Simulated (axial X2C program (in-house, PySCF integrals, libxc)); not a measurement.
# Ω levels of SPmS from open-shell CI on f(δφ)3 f(π)0

Computed with an in-house all-electron X2C program for linear molecules (integrals from PySCF): two-component X2C with atomic mean-field Coulomb and Gaunt terms, basis S dyall-v3z, Pm dyall-v3z (cores contracted in-house). Orbitals come from Hartree–Fock averaged over the configuration Pm f(δφ)3 f(π)0; CI then distributes these electrons over the f(δφ), f(π) shells of Pm.

S–Pm–S held linear, both bonds 2.322 Å (near the minimum of the configuration average).

Active spinors (ω > 0):

| shell | ω | ε (eV) | character |
| --- | --- | --- | --- |
| f(δφ) | 3/2 | -0.11 | 100% Pm f |
| f(δφ) | 5/2 | 0.19 | 100% Pm f |
| f(δφ) | 7/2 | 1.21 | 100% Pm f |
| f(δφ) | 5/2 | 1.22 | 100% Pm f |
| f(π) | 3/2 | 7.42 | 62% Pm f, 27% Pm p, 10% S p |
| f(π) | 1/2 | 8.64 | 75% Pm f, 12% S d, 10% S p |

Lowest levels of this model:

| Ω | energy (cm⁻¹) | g∥ | configuration |
| --- | --- | --- | --- |
| 5/2 | 0 | 4.49 | 100% f(δφ)3 |
| 7/2 | 1744 | 8.09 | 100% f(δφ)3 |
| 3/2 | 1831 | 1.10 | 100% f(δφ)3 |
| 9/2 | 5575 | 11.50 | 100% f(δφ)3 |
| 15/2 | 7103 | 16.04 | 100% f(δφ)3 |
| 1/2 | 8513 | 1.30 | 100% f(δφ)3 |
| 3/2 | 9750 | 2.24 | 100% f(δφ)3 |
| 5/2 | 10646 | 5.75 | 100% f(δφ)3 |
| 13/2 | 11239 | 12.47 | 100% f(δφ)3 |
| 7/2 | 11807 | 9.36 | 100% f(δφ)3 |
| 5/2 | 14737 | 5.26 | 100% f(δφ)3 |
| 5/2 | 16318 | 4.78 | 100% f(δφ)3 |
| 3/2 | 17180 | 3.48 | 100% f(δφ)3 |
| 3/2 | 18356 | 2.43 | 100% f(δφ)3 |
| 7/2 | 18961 | 7.83 | 100% f(δφ)3 |
| 15/2 | 19785 | 14.91 | 100% f(δφ)3 |
| 17/2 | 20713 | 18.00 | 100% f(δφ)3 |
| 7/2 | 22973 | 7.95 | 100% f(δφ)3 |
| 1/2 | 24180 | 0.23 | 99% f(δφ)3 |
| 5/2 | 24329 | 5.73 | 100% f(δφ)3 |
| 3/2 | 24822 | 2.76 | 100% f(δφ)3 |
| 9/2 | 25996 | 9.57 | 99% f(δφ)3 |

g∥ is the magnitude of 2⟨Lz + ge Sz⟩ for the +Ω component.

(1) From Ω and g∥ of the lowest level, whose 2⟨Lz + ge Sz⟩ is positive, find ⟨Sz⟩ and ⟨Lz⟩ (ge = 2.0023).

Occupations of the active spinors in the lowest level by ω, shell by shell in order of energy: -7/2: 0.03; -5/2: 0.46 0.00; -3/2: 0.51 0.00; -1/2: 0.00; 1/2: 0.00; 3/2: 0.78 0.00; 5/2: 0.44 0.47; 7/2: 0.31. The leading determinant has weight 0.28 among 21.

This point took 4.7 s on 1 thread of Arm Neoverse V1, with other jobs on the host.

There is no dynamic correlation: spin–orbit spacings and, for f shells, spacings inside one term are the most reliable numbers, splittings between terms come out too wide, and energies between configurations are not reliable, so the lowest level need not be the ground state of the molecule. At most 6 roots were kept for each Ω > 0 (twice that for Ω = 0) within 3.5 eV of the lowest, so higher up levels can be missing between those listed; levels with Ω > 0 are doubly degenerate and listed once, Ω = 0 levels singly. States that fill the shells left empty in the average are placed too high. The molecule was held linear; bending was not examined.

Answers

(1) Ω = ⟨Lz⟩ + ⟨Sz⟩ = 5/2 and ⟨Lz⟩ + ge⟨Sz⟩ = 2.245, so ⟨Sz⟩ = -0.25 and ⟨Lz⟩ = 2.75.
